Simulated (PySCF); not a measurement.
What went wrong, or what changed?

The sound run of [Yb(OH)2]+ (singlet in the valence; each metal's 4f electrons, 13 of them, lie in its core potential, out of spins and levels) uses PySCF 2.14.0, RKS r2SCAN, Yb lcecp-1-SVP with ECP59, O def2-SVP, H def2-SVP; non-relativistic Hamiltonian with scalar-relativistic core potentials where named; density fitting; no spin-orbit coupling, grid (50, 194), threshold 1e-8 and 55 cycles at the relaxed geometry. This run, with dm0 from free metal ions and neutral atoms, differs:

```python
mol = gto.M(atom='''
Yb    -0.02021    -0.94650     0.07547
O      0.00159     0.20400     1.61612
H      0.01627     0.94489     2.23323
O      0.00159    -0.05467    -1.62803
H      0.01627     0.57908    -2.35475''',
    basis={'Yb': 'lcecp-1-SVP', 'O': 'def2-SVP', 'H': 'def2-SVP'},
    ecp={'Yb': 'lcecp-1-SVP'},
    charge=2, spin=0)
mf = dft.RKS(mol, xc='R2SCAN')
mf.grids.atom_grid = (50, 194)  # f atoms: unpruned, at least (60, 302)
mf = mf.density_fit()  # fitting sets: Yb AutoAux, O def2-universal-JKFIT, H def2-universal-JKFIT
mf.conv_tol = 1e-08; mf.max_cycle = 100
mf.kernel(dm0)
```

What was changed, and how did it end?

The charge was changed. The program refused it. The cycle limit differs too. These settings are unsound on purpose: the numbers aren't the compound's.
```
RuntimeError: Electron number 27 and spin 0 are not consistent
Note mol.spin = 2S = Nalpha - Nbeta, not 2S+1
```

Run from Python with OMP_NUM_THREADS=2; the lines above give its settings.

No frequency check is given that shows the relaxed geometry to be a minimum. An lcecp potential fixes the number of 4f electrons, so in runs with it no electron can move into or out of that shell.
